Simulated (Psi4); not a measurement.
A dimer, H2 ··· CH3Cl (SMILES [H][H] and CCl), singlet; the first 2 atoms form monomer A.

```
7

H      0.3719     0.0000     0.0000
H     -0.3719     0.0000     0.0000
C      2.3381     2.6206     2.2056
Cl     3.3572     1.5228     1.2177
H      2.4477     3.6292     1.8187
H      2.6780     2.5681     3.2354
H      1.3062     2.2920     2.1271
```

Q: What interaction energy does SAPT0/jun-cc-pVDZ, frozen core run with Psi4 give, and which attractive term is the largest?

A: Total -1.09 kJ/mol: electrostatics -0.97, exchange 0.71, induction -0.14, dispersion -0.69. The most attractive term is electrostatics.
